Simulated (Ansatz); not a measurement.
`[O]=[W]([OH])([F])=[S]`. The species carries charge 0 and has multiplicity 1. Correlated methods include outer-core shells of W, which these sets cover unevenly. W: def2 effective core potential.

```xyz
6

O    -0.014   -1.254   -1.516
W     0.131   -0.414   -0.053
O     0.101    1.410   -0.443
F     1.709   -0.903    0.784
S    -1.524   -0.910    1.188
H    -0.402    2.071    0.040
```

Problem. Give the diagnostics of a CCSD(T)/def2-TZVPP run (frozen core, Ansatz 0.2.0). (Estimate.)

Solution. Ansatz gave: T1 = 0.0226, largest single amplitude 0.043, largest double 0.072, (T) share of the correlation energy 5.4 %, 14 CCSD cycles. The RHF solution is stable towards an unrestricted one. T1 lies over the customary mark of 0.02 for closed shells; compounds of d metals often pass it without a breakdown.
